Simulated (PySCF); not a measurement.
Rubidium: a sound run and one with changed settings

Sound run: Rb⁺ [Kr], Rb²⁺ [Ar] 3d10 4s2 4p5. Computed with PySCF 2.14 in jorge-DZP-DKH (8s6p2d, 36 functions), with scalar relativity by spin-free X2C-1e. The sound run starts from symmetry-adapted Hartree-Fock orbitals and uses a fine grid where one is needed.

Changed run: initial guess 1e, at most 50 SCF cycles, level shift 10.0 hartree.

```csv
species,method,sound run (hartree),changed run (hartree),converged
Rb⁺,UHF,-2978.70208,-2978.69824,no
Rb⁺,PBE,-2980.18748,-2980.16628,no
Rb⁺,BP86,-2980.92579,-2980.90137,no
Rb²⁺,UHF,-2977.70258,-2977.70257,no
Rb²⁺,PBE,-2979.15059,-2979.15056,no
Rb²⁺,BP86,-2979.88377,-2979.88373,no
```

A level shift slows the SCF but leaves a converged energy unchanged.
